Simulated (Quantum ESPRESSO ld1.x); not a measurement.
Question: Ho+, 66 electrons, occupied as [Xe] 4f11 6p1 (not the ground configuration). Method: Dirac Kohn-Sham, PBEsol, spin-unpolarised, spherical densities, point nucleus; open shells fill j = l - 1/2 first; computed with ld1.x of Quantum ESPRESSO 7.5.

Spin-orbit splittings of the eigenvalues, e(l+1/2) - e(l-1/2), with zeta = 2 splitting/(2l+1) and mean radii in bohr:

| shell | occ. | splitting (eV) | zeta (eV) | <r> j=l-1/2 | <r> j=l+1/2 |
|---|---|---|---|---|---|
| 2p | 6 | 856.5 | 571.0 | 0.07291 | 0.08008 |
| 3p | 6 | 178.9 | 119.2 | 0.2192 | 0.2327 |
| 3d | 10 | 39.09 | 15.64 | 0.2054 | 0.2096 |
| 4p | 6 | 40.17 | 26.78 | 0.5287 | 0.5598 |
| 4d | 10 | ? | ? | 0.5904 | 0.6015 |
| 4f | 11 | 0.9773 | 0.2792 | 0.8378 | 0.8579 |
| 5p | 6 | 5.053 | 3.368 | 1.440 | 1.548 |
| 6p | 1 | 0.4042 | 0.2695 | 4.556 | 4.803 |

Estimate the 4d splitting.

Answer: 7.285 eV (zeta = 2.914 eV).
